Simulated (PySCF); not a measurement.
trisilylphosphine (H9PSi3), SMILES [SiH3]P([SiH3])[SiH3]. The structure is a stationary point at r2SCAN-D4/def2-SVP.

Computed equilibrium geometry at r2SCAN-D4/def2-SVP (PySCF confirms it by a frequency run) as a Z-matrix, and its point group:
point group C3.
```
P
Si 1 2.2627
H 2 1.4930 1 108.08
H 2 1.4930 3 109.40 1 -117.46
H 2 1.4966 3 108.95 4 -119.00
Si 1 2.2627 2 97.78 3 71.54
H 6 1.4930 1 108.08 2 170.54
H 6 1.4930 7 109.40 1 -117.46
H 6 1.4966 7 108.95 8 -119.00
Si 1 2.2627 2 97.78 3 170.54
H 10 1.4930 1 108.08 2 71.54
H 10 1.4930 11 109.40 1 -117.46
H 10 1.4966 11 108.95 12 -119.00
```
